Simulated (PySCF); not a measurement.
Br₂Te. Atoms are numbered in the order given.

```xyz
3

Te     0.0000     0.0000     0.9238
Br     0.0000    -1.9564    -0.6862
Br     0.0000     1.9564    -0.6862
```
Charge 0, spin multiplicity 1.

Coordinates come from a B3LYP-D3(BJ)/def2-SVP optimisation. The def2 effective core potentials stand for the cores of Te; spin–orbit coupling is left out.

Method: PySCF with PBE/def2-TZVPD.

Symmetry labels are those of the subgroup C2v that the program uses (full group C2v).

Q: List the valence orbital energies around the gap with their symmetry. (Estimate from the structure and the level; the computed values follow.)

A: 
| orbital | symmetry | energy (eV) |
|---|---|---|
| HOMO−7 | A1 | -15.84 |
| HOMO−6 | B2 | -10.08 |
| HOMO−5 | A1 | -9.31 |
| HOMO−4 | B1 | -8.28 |
| HOMO−3 | A1 | -7.78 |
| HOMO−2 | A2 | -7.57 |
| HOMO−1 | B2 | -7.51 |
| HOMO | B1 | -5.58 |
| LUMO | A1 | -4.04 |
| LUMO+1 | B2 | -3.77 |
| LUMO+2 | A1 | -0.30 |
| LUMO+3 | B2 | 0.26 |
